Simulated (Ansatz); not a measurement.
Spectroscopic constants of Te$_{2}$, multiplicity 3 (the spin of the measured ground state). No spin–orbit coupling.

Constants: fifth-degree fit in 1/R to seven points, most abundant isotopes. In def2 and cc sets the state is the lowest found near the PBE0 minimum, followed along R.

Correlated levels freeze the inner cores; with def2 sets outer-core shells near the valence are correlated too. CBS: X⁻³ extrapolation of the correlation energy, Hartree–Fock from the larger set.

Codes used: Ansatz (an electronic-structure program).  In def2 rows elements past Kr take small-core potentials, without spin–orbit coupling.

Quantity: ω_e, from seven points a level.

Costs are ratios of core time to PBE/def2-TZVPP (roughly 15 s), for whole runs (searches for the state included, and forces where a run took them) on one shared machine, so rough; each error counts from the measured 247.07 cm⁻¹ [Huber and Herzberg (1979), NIST Chemistry WebBook].

| level | basis functions | cost |
|---|---|---|
| SVWN5/def2-TZVPP | 100 | ×0.7 |
| PBE/def2-TZVPP | 100 | ×1 |
| B3LYP/def2-TZVPP | 100 | ×2 |
| PBE0/def2-TZVPP | 100 | ×2 |
| r2SCAN/def2-TZVPP | 100 | ×2 |
| CAM-B3LYP/def2-TZVPP | 100 | ×2 |
| B2PLYP/def2-TZVPP | 100 | ×3 |
| B97M-V/def2-TZVPP | 100 | ×3 |
| wB97X-V/def2-TZVPP | 100 | ×5 |
| CCSD(T)/def2-TZVPP | 100 | ×60 |
| CCSD(T)/def2-QZVPP | 164 | ×100 |
| CCSD(T)/CBS(def2-TZVPP, def2-QZVPP) | - | ×200 |

Question: What does the step from CCSD(T)/def2-TZVPP to CCSD(T)/def2-QZVPP cost and buy?

Answer: 100 to 164 functions, cost ×2 (rough); the error goes from 5 to 12 cm⁻¹.

Each error (cm⁻¹): SVWN5/def2-TZVPP 8; PBE/def2-TZVPP -3; B3LYP/def2-TZVPP 2; PBE0/def2-TZVPP 16; r2SCAN/def2-TZVPP 9; CAM-B3LYP/def2-TZVPP 21; B2PLYP/def2-TZVPP 1; B97M-V/def2-TZVPP 5; wB97X-V/def2-TZVPP 34; CCSD(T)/def2-TZVPP 5; CCSD(T)/def2-QZVPP 12; CCSD(T)/CBS(def2-TZVPP, def2-QZVPP) 15.
